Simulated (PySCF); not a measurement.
**Polarisability and C₆ of W³⁺ (tungsten, charge +3)**

[Xe] 4f14 5d3, high-spin 4F determinant. All numbers are calculated (PySCF 2.14, scalar relativity by spin-free X2C-1e, in ANO-RCC-VTZP). Coupled (time-dependent) response in atomic units; α is the mean over directions. The basis has no added diffuse functions, which lowers α and C₆.

```json
{"method": "PBE", "mean α (bohr³)": "6.876", "C₆ (like pair)": "35.81", "S(−4)": "18.32"}
```

S(−4) is the Cauchy moment in α(ω) = α(0) + S(−4) ω² + …

Spin-orbit coupling is absent.

α(iu) at PBE:

| u (hartree) | α(iu) (bohr³) |
| --- | --- |
| 0 | 6.876 |
| 0.0500 | 6.831 |
| 0.100 | 6.703 |
| 0.200 | 6.274 |
| 0.300 | 5.761 |
| 0.500 | 4.843 |
| 0.750 | 4.005 |
| 1.00 | 3.381 |
| 1.50 | 2.481 |
| 2.00 | 1.877 |
| 3.00 | 1.172 |
| 5.00 | 0.5930 |

A single London oscillator, α(iu) = α/(1 + u²/ω²), gives C₆ = (3/4) ω α². Matching the computed C₆ needs ω = 4 × 35.81 / (3 × 6.876²) = 1.01 hartree.

For an ion, C₆ is the dispersion term alone; charge-induced terms of lower order in 1/R come first.

Spin-orbit coupling, absent here, splits the open shell strongly.
